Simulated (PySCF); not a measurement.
SnFI, SMILES [F][Sn][I] (connectivity only; charge and spin as stated), neutral, multiplicity 1. Atoms are numbered in the order given.

```xyz
3

Sn    -0.3334     1.2468     0.0000
F      1.5436     1.7920     0.0000
I      0.0524    -1.4805     0.0000
```

Geometry optimised at B3LYP-D3(BJ)/def2-TZVP. The def2 effective core potentials stand for the cores of I, Sn; spin–orbit coupling is left out.

Level of theory: B3LYP/def2-TZVPD run with PySCF.

Mulliken values depend strongly on the basis, most of all with diffuse functions as here. ESP charges are fitted to the potential on shells at 1.4 to 2.0 van der Waals radii. Atomic charges (e):

```csv
atom,ESP fit,Mulliken
Sn1,___,0.78
F2,___,-0.52
I3,___,-0.27
```

Problem. Some entries are withheld; supply them. (An estimate is asked for; the answer gives what the named calculation found.)

Solution. 
- Sn1, ESP fit: 0.51
- F2, ESP fit: -0.33
- I3, ESP fit: -0.19
